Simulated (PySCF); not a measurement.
C6H9FOSi.
SMILES with atom numbers: `[CH3:1][C:2]#[C:3][Si@@H:4]1[O:5][CH2:6][CH2:7][C@@H:8]1[F:9]`

Geometry (GFN2-xTB, Å), atoms numbered from 1 in this order:
```
atom  x, y, z in Å
C1     3.970   -0.124   -0.379
C2     2.583    0.265   -0.288
C3     1.426    0.593   -0.207
Si4   -0.342    1.091   -0.136
O5    -1.042    0.870    1.327
C6    -1.942   -0.211    1.396
C7    -2.556   -0.439    0.013
C8    -1.447   -0.228   -1.011
F9    -0.752   -1.420   -1.196
H10    4.589    0.753   -0.564
H11    4.288   -0.593    0.552
H12    4.102   -0.833   -1.196
H13   -0.615    2.455   -0.571
H14   -1.399   -1.104    1.722
H15   -2.701    0.033    2.144
H16   -2.993   -1.434   -0.065
H17   -3.331    0.309   -0.165
H18   -1.848    0.025   -1.995
```

Definitions: NICS(0) = −σiso at the ring centroid; NICS(1) = −σiso and NICS(1)zz = −σzz at ±1 Å along the ring normal z. Level: GIAO PBE0/pcSseg-1 (PySCF, non-relativistic, gas phase) on the GFN2-xTB geometry, one conformer.

Ring bond lengths (Å), with Mayer bond orders in brackets: Si4–O5 1.637 (1.02), O5–C6 1.409 (0.89), C6–C7 1.531 (1.02), C7–C8 1.524 (1.01), C8–Si4 1.930 (0.83).

Q: What do the NICS probes read (ppm)?

A: 
```json
{"ring": "Si4–O5–C6–C7–C8", "type": "5-membered ring with O and Si; formal bonds all single", "NICS(0)": "-4.8", "NICS(1), two faces": "-4.3 / -1.8", "NICS(1)zz, two faces": "-5.7 / -1.7", "rms pucker (Å)": "0.15", "centre to ring atoms, mean (Å)": "1.35"}
```

Q: What can be read from them?

A: 
- Si4–O5–C6–C7–C8: mean NICS(1)zz -3.7 ppm, shielded. Si4, C6, C7, C8 have four or more neighbours, so the value isn't read as a sign of a π ring current. The two faces differ by 4.0 ppm, so no symmetry operation interchanges them.

Q: At the second NICS(1) probe listed for ring Si4–O5–C6–C7–C8, 1 Å off the ring, how large is the induced field along the normal in 11.7 T applied along it?

A: NICSzz × B0 = -1.7 ppm × 11.7 T = -20 μT, against the applied field.

Q: Give the inner angles of the rings and the Hirshfeld charges of the ring atoms.

A: 
- Si4–O5–C6–C7–C8: Si4 93.9° (+0.421 e), O5 114.9° (-0.239 e), C6 109.0° (+0.005 e), C7 107.1° (-0.086 e), C8 101.9° (-0.029 e); sum 526.9° against 540° for a flat convex ring.

The run took 1.7 min of wall time on an Intel Xeon at 2.50 GHz with one thread, no GPU (shared host), and the process peaked at 0.92 GiB of memory. This is the whole shielding run at PBE0/pcSseg-1, SCF included.
